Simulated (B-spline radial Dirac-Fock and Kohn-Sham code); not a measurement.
# Elastic and transport cross sections of cesium for positrons

These are calculated numbers from a B-spline atomic structure program; the model is relativistic (Dirac) partial waves in the static field of the Dirac-Fock atom, without polarisation or absorption potentials. Below a few hundred eV the neglected polarisation potential matters, most of all at small angles. σ_tr1 and σ_tr2 weight the cross section with 1 − P₁ and 1 − P₂ of cos θ; "backward" is the share scattered beyond 90°.

```
energy (eV)  σ (a₀²)  σ_tr1 (a₀²)  σ_tr2 (a₀²)  σ/σ_tr1  backward (%)
        265     21.6         2.55         4.61     8.48           3.0
        323     19.8         2.16         3.95     9.16           2.7
        333     19.6         2.11         3.86     9.27           2.7
       1720     8.86        0.470        0.936     18.9           1.1
       2060     8.06        0.388        0.784     20.8          0.94
       2720     6.95        0.286        0.589     24.3          0.76
       2960        ?            ?            ?        ?             ?
       7970     3.73       0.0798        0.175     46.8          0.33
      12400     2.83       0.0448        0.101     63.1          0.22
      14500     2.56       0.0363       0.0824     70.4          0.19
      20500     2.03       0.0224       0.0519     90.8          0.13
      44700     1.19      0.00706       0.0172      169         0.058
     105000    0.671      0.00185      0.00471      363         0.020
     109000    0.655      0.00174      0.00444      377         0.019
     130000    0.587      0.00131      0.00338      447         0.015
     149000    0.541      0.00106      0.00274      512         0.012
```

Question: Fill in the row for 2.96 keV.

Answer: σ = 6.63 a₀², σ_tr1 = 0.260 a₀², σ_tr2 = 0.539 a₀², σ/σ_tr1 = 25.5, backward 0.72 %. The ratio σ/σ_tr1 is roughly the number of elastic collisions that randomise the direction.
